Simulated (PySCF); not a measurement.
## Correlation energy of P⁺ (phosphorus, charge +1)

[Ne] 3s2 3p2, high-spin 3P determinant. All numbers are calculated (PySCF 2.14, scalar relativity by spin-free X2C-1e, in dyall-acv3z (19s12p6d4f, 113 functions)). Frozen: 1s2; 12 electrons correlated; the 18 highest virtual orbitals of each spin left out.

MP2 pair energies summed by pair of shells (mhartree):

```
 pair   energy  share (%)
2p-2p  -189.95       51.8
2s-2p   -59.73       16.3
3s-3p   -40.11       10.9
2p-3s   -22.23        6.1
3s-3s   -17.76        4.8
2p-3p   -15.04        4.1
2s-2s    -9.77        2.7
3p-3p    -6.60        1.8
2s-3s    -2.96        0.8
2s-3p    -2.38        0.7
```

Total MP2 correlation energy: -366.54 mhartree.

Same-spin part -94.11 and opposite-spin part -272.43 mhartree; SCS-MP2 scales them by 1/3 and 6/5 to -358.29 mhartree.
